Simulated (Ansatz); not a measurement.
A structure relaxed at r2SCAN-D4/def2-SVP in Ansatz, charge 0, singlet:

Cartesian coordinates in Å:
```
Ga 0.467 0.574 -1.132
Ga -0.704 -0.941 0.667
Ga 0.641 1.012 1.268
H -1.608 -2.222 0.687
H 0.588 0.620 -2.695
H 1.223 1.916 2.406
H 0.614 -1.123 -0.547
H -1.221 0.164 -0.654
```

**Question.** Give its formula and point group.

**Answer.** the cluster Ga3H5. Point group C2v (tolerance 0.1 Å).

**Question.** Summarise the bond lengths by kind (pairs closer than 1.2 times the sum of covalent radii, bridged metal pairs left out).

**Answer.** 2 × Ga–Ga 2.45 Å; 7 × Ga–H 1.57 to 1.80 Å.

Another isomer (singlet) lies 0.09 eV lower at PBE0-D4/def2-TZVP; other spin states weren't run for this one.
